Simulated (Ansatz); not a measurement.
## What each rung costs, and what it gives

The pair of H2 (SMILES [H][H], atoms 1–2) and C3H8 (SMILES CCC, atoms 3–13), both closed shells, in one local arrangement (a lower one may exist), relaxed at PBE0-D4/def2-TZVP:

H1  (-0.665, 0.293, -2.660)
H2  (-0.846, 0.375, -3.380)
C3  (0.645, -1.138, 0.066)
C4  (0.288, -0.126, 1.141)
C5  (-0.482, 1.065, 0.594)
H6  (1.266, -0.683, -0.712)
H7  (-0.253, -1.530, -0.420)
H8  (1.197, -1.986, 0.477)
H9  (-0.305, -0.616, 1.921)
H10  (1.202, 0.224, 1.632)
H11  (-0.730, 1.781, 1.380)
H12  (-1.418, 0.747, 0.127)
H13  (0.101, 1.594, -0.166)
(Å)

Interaction energies are counterpoise-corrected; the time is that of the whole pair.

Ansatz 0.2.0; basis: as named in each row; cores frozen in the correlated methods. B3LYP uses VWN-RPA correlation. Extrapolation: Hartree–Fock as exp(−7.88 √X), correlation as X^−2.97.

Times are rough, for one single point on 4 threads of a shared host (Arm Neoverse V2).

The estimate by CCSD(T) at an estimated basis limit (MP2 extrapolated from triple and quadruple zeta, plus CCSD(T) − MP2 in triple zeta) is -0.017 eV.

```csv
method,basis,time (s),interaction energy (eV),method less estimate
HF,STO-3G,under 1,0.010,0.027
PBE-D4,STO-3G,under 1,-0.020,-0.003
SPW92,def2-SVP,under 1,-0.034,-0.017
B3LYP-D4,6-31G,under 1,-0.011,0.006
PBE-D4,def2-SVP,under 1,-0.025,-0.009
PBE0-D4,def2-SVP,under 1,-0.021,-0.004
CCSD(T),def2-SVP,1,0.000,0.017
PBE-D4,def2-TZVPPD,2,-0.026,-0.009
revPBE-D4,def2-TZVPPD,2,-0.020,-0.003
PBE0-D4,def2-TZVPPD,2,-0.022,-0.005
BLYP-D4,def2-TZVPPD,2,-0.007,0.010
B3LYP-D4,def2-TZVPPD,2,-0.012,0.005
HSE06-D4,def2-TZVPPD,2,-0.022,-0.005
wB97M-V,def2-SVP,2,-0.010,0.007
r2SCAN-D4,def2-TZVPPD,3,-0.011,0.006
B2PLYP,def2-TZVPPD,4,0.001,0.018
wB97X-V,def2-TZVPPD,6,-0.018,-0.001
wB97M-V,def2-TZVPPD,6,-0.014,0.003
B97M-V,def2-TZVPPD,7,-0.017,0.000
MP2,def2-QZVPPD,18,-0.015,0.002
CCSD(T),def2-TZVPPD,87,-0.015,0.002
```

T1 diagnostic: at most 0.009.
